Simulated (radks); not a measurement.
Values are calculated unless marked as measured or tabulated.
Question: Species: the mercury ion Hg+. Configuration: [Xe] 4f14 5d10 6s1. Code: a radial shooting solver on a logarithmic mesh with Libxc functionals. Model: Dirac Kohn-Sham, LDA (Slater exchange, VWN5 correlation), spin-unpolarised, spherical densities, finite nucleus; Fermi nuclear charge, rms radius 5.4648 fm. Some entries of the table are withheld. Estimate them.

orbital  occ.  eigenvalue (hartree)  <r> (bohr)
1s1/2       2                   (1)         (2)
2s1/2       2             -540.1293     0.06930
2p1/2       2                   (3)         (4)
2p3/2       4                   (5)         (6)
3s1/2       2             -128.4049      0.1803
3p1/2       2             -118.6328      0.1705
3p3/2       4             -102.8005      0.1864
3d3/2       4                   (7)      0.1622
3d5/2       6                   (8)      0.1670
4s1/2       2             -28.46437      0.3994
4p1/2       2             -24.26779      0.4013
4p3/2       4             -20.43556      0.4357
4d3/2       4             -13.54417      0.4427
4d5/2       6             -12.82954      0.4539
5s1/2       2              -4.67805      0.9017
4f5/2       6              -3.95047      0.4793
4f7/2       8              -3.79624      0.4861
5p1/2       2              -3.28632      0.9708
5p3/2       4              -2.60774       1.069
5d3/2       4              -0.74475       1.438
5d5/2       6              -0.67536       1.500
6s1/2       1              -0.55496       2.495

Answer: 
(1) 1s1/2 eigenvalue (hartree): -3047.963
(2) 1s1/2 <r> (bohr): 0.01660
(3) 2p1/2 eigenvalue (hartree): -518.5830
(4) 2p1/2 <r> (bohr): 0.05694
(5) 2p3/2 eigenvalue (hartree): -447.0874
(6) 2p3/2 <r> (bohr): 0.06561
(7) 3d3/2 eigenvalue (hartree): -86.48951
(8) 3d5/2 eigenvalue (hartree): -83.09390
